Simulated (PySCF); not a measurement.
# Computed vibrations of SmI2

SmI2 (singlet in the valence; each metal's 4f electrons, 6 of them, lie in its core potential, out of spins and levels). PySCF 2.14.0, RKS PBE0, Sm lcecp-0-SVP with ECP52, I def2-SVP with ECP28; non-relativistic Hamiltonian with scalar-relativistic core potentials where named; density fitting; no spin-orbit coupling. Central differences of gradients.

```xyz
3

Sm    0.0000    0.0000   -0.2376
I     3.0068    0.0000    0.1422
I    -3.0068    0.0000    0.1422
```

Run from Python with OMP_NUM_THREADS=2. Where DIIS fails, smearing, a level shift and second-order steps follow.
It took 33 s on 2 threads of Intel(R) Xeon(R) Platinum 8259CL CPU @ 2.50GHz (Skylake/Cascade Lake) (shared host).

(1) What are the harmonic wavenumbers and infrared intensities?

(2) Is this a minimum?

An lcecp potential fixes the number of 4f electrons, so in runs with it no electron can move into or out of that shell.

## Answers

(1) Modes are labelled in C2v; negative numbers are unstable modes, those under 60 cm⁻¹ near the noise; a finer grid moves soft modes by up to 10 cm⁻¹.
```tsv
cm⁻¹	km/mol	symmetry
14	13.0	a1
119	0.8	a1
177	64.6	b2
```

(2) Yes, within the noise of the softest modes. Ideal gas at 298.15 K and 1 bar: S = 371.3 J/(mol K), Cp = 57.5 J/(mol K), H − H(0 K) = 15.7 kJ/mol (rigid rotor, harmonic modes, spin degeneracy alone, that of the 4f electrons in the core included; the modes under 60 cm⁻¹ make these uncertain).
